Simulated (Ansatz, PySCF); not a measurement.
ClHMoOS₂, SMILES [Mo]([SH])([Cl])(=[O])=[S], multiplicity 1.

Geometry optimised at B3LYP-D3(BJ)/def2-SVP. The spin state was assumed, not searched. The structure was generated by enumeration; whether it is a known compound was not checked. The def2 effective core potentials stand for the cores of Mo; spin–orbit coupling is left out. The values are those of a single conformer.

Vertical ionisation energy (IE) and electron affinity (EA) in eV. Rows of orbital energies are one-electron estimates. Where ΔSCF, EOM or ADC give a negative EA the extra electron is unbound and the value depends on the basis.

| level | IE | EA |
|---|---|---|
| −ε(HOMO), −ε(LUMO), M06-2X/def2-TZVP (PySCF) | 9.32 | 2.99 |
| −ε(HOMO), −ε(LUMO), PBE/def2-TZVP (PySCF) | 6.97 | 4.36 |
| ΔSCF, PBE0/def2-SVPD (Ansatz), final states of multiplicity 2 and 2 | 10.08 | 2.36 |
| ΔSCF, PBE/def2-SVPD (Ansatz), final states of multiplicity 2 and 2 | 9.81 | 1.90 |

### Question
What vertical singlet–triplet gap does ΔSCF give with PBE0/def2-SVPD (Ansatz, an electronic-structure program) and with PBE/def2-SVPD (Ansatz)? (An estimate is asked for; the answer gives what the named calculation found.)

### Answer
2.30 and 2.52 eV (triplet above singlet where positive).
